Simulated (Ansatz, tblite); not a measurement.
Forces on Cd₇H₂₀S₇ at its r2SCAN-D4/def2-SVP geometry. Charge 0, multiplicity 1.

In the def2 sets Cd takes a core potential; there is no spin–orbit coupling. The xTB rows come from tblite. Single mean-field runs in def2-TZVP are fitted with def2-universal-jkfit. In the singlet geometry the species has come apart into loosely held pieces.

GFN2-xTB (tblite), largest force 0.78 eV/Å:

```xyz
34
positions Å, forces eV/Å
Cd    2.510    1.156   -2.427    0.413    0.067   -0.085
Cd    0.062   -1.943    0.288   -0.439   -0.310   -0.104
Cd   -0.749    0.742   -3.470   -0.163   -0.219   -0.246
Cd    3.461   -0.392    1.667    0.099   -0.154    0.020
Cd    2.039    2.408    1.959   -0.175    0.393    0.333
Cd   -1.783    1.229    1.731   -0.040    0.562    0.285
Cd   -1.346    3.223   -1.582    0.011    0.206    0.260
S     1.469   -3.797    2.234    0.436   -0.208   -0.214
S     2.269   -0.991   -0.690    0.428   -0.499   -0.280
S     1.223    2.650   -0.562    0.195    0.649   -0.002
S    -3.966   -2.087   -1.800    0.587    0.073   -0.128
S    -3.322   -1.230    2.075   -0.476    0.043   -0.314
S    -1.315    0.445   -0.683   -0.577   -0.355   -0.224
S     0.563   -0.041    2.233    0.021   -0.125    0.766
H     1.068    0.678   -3.475    0.071   -0.178   -0.215
H     4.125    1.551   -2.746   -0.430   -0.131    0.062
H    -1.176   -3.069   -0.006    0.399    0.200    0.071
H    -1.977   -0.261   -4.103    0.317    0.169    0.124
H     4.042   -1.781    2.451    0.035    0.355   -0.091
H     3.584    1.388    1.496    0.272   -0.018    0.173
H     1.738    3.543    3.166    0.089   -0.312   -0.297
H    -2.457    2.402    2.721    0.122   -0.288   -0.196
H    -0.947    2.656   -3.240   -0.304    0.307   -0.084
H    -2.218    4.203   -0.534    0.118   -0.211   -0.256
H     2.026   -4.624    1.321   -0.156    0.288    0.312
H     2.617   -3.075    2.384   -0.395   -0.294   -0.043
H     2.948   -2.042   -1.201   -0.182    0.261    0.107
H     1.867    3.824   -0.760   -0.162   -0.253    0.018
H    -2.860   -2.786   -1.440   -0.400    0.180   -0.162
H    -3.291   -1.413   -2.769   -0.247   -0.255    0.256
H    -3.688   -1.393    0.775    0.058    0.037    0.492
H    -4.478   -0.607    2.400    0.263   -0.235   -0.131
H    -2.505   -0.160   -0.944    0.241    0.225    0.102
H     0.464   -0.407    3.532   -0.026    0.027   -0.308
```

r2SCAN-D4/def2-TZVP (Ansatz), largest force 0.26 eV/Å:

```
Cd 0.005 0.027 0.040
Cd 0.103 0.025 -0.024
Cd -0.063 -0.037 -0.010
Cd -0.011 -0.056 -0.025
Cd -0.025 0.029 -0.034
Cd 0.015 -0.038 -0.068
Cd -0.001 0.012 0.005
S 0.224 -0.046 -0.090
S 0.048 -0.156 -0.043
S 0.125 0.161 -0.022
S 0.234 -0.042 -0.097
S -0.218 0.029 -0.119
S -0.186 -0.062 0.019
S -0.065 -0.058 0.193
H 0.018 -0.004 -0.002
H -0.042 -0.014 0.005
H 0.006 0.019 0.018
H 0.048 0.041 0.023
H -0.003 0.051 -0.010
H 0.007 -0.005 0.004
H 0.007 -0.031 -0.030
H 0.011 -0.035 -0.019
H -0.010 0.018 0.009
H 0.026 -0.024 -0.018
H -0.078 0.136 0.135
H -0.157 -0.104 -0.045
H -0.116 0.165 0.102
H -0.101 -0.202 0.039
H -0.167 0.130 -0.054
H -0.079 -0.093 0.129
H 0.062 0.046 0.206
H 0.174 -0.075 -0.069
H 0.193 0.118 0.063
H 0.018 0.075 -0.207
```

PBE0-D4/def2-TZVP (Ansatz), largest force 0.36 eV/Å:

```
Cd -0.078 0.016 0.103
Cd 0.181 0.113 -0.027
Cd -0.033 -0.014 0.012
Cd -0.042 -0.045 -0.096
Cd -0.036 -0.020 -0.120
Cd 0.068 -0.121 -0.128
Cd 0.052 -0.021 0.000
S 0.313 -0.017 -0.128
S 0.047 -0.188 -0.021
S 0.165 0.179 -0.023
S 0.338 -0.026 -0.106
S -0.278 0.060 -0.199
S -0.246 -0.117 0.049
S -0.096 -0.068 0.213
H 0.036 -0.023 -0.023
H 0.046 0.008 -0.012
H -0.057 -0.028 0.002
H -0.019 -0.020 0.000
H 0.020 -0.025 0.031
H 0.029 0.031 -0.002
H -0.013 0.033 0.037
H -0.031 0.031 0.034
H -0.007 0.032 -0.031
H -0.025 0.028 0.042
H -0.105 0.146 0.160
H -0.210 -0.132 -0.036
H -0.144 0.206 0.124
H -0.133 -0.241 0.039
H -0.206 0.136 -0.052
H -0.112 -0.104 0.148
H 0.082 0.040 0.263
H 0.210 -0.096 -0.062
H 0.263 0.163 0.076
H 0.021 0.083 -0.268
```
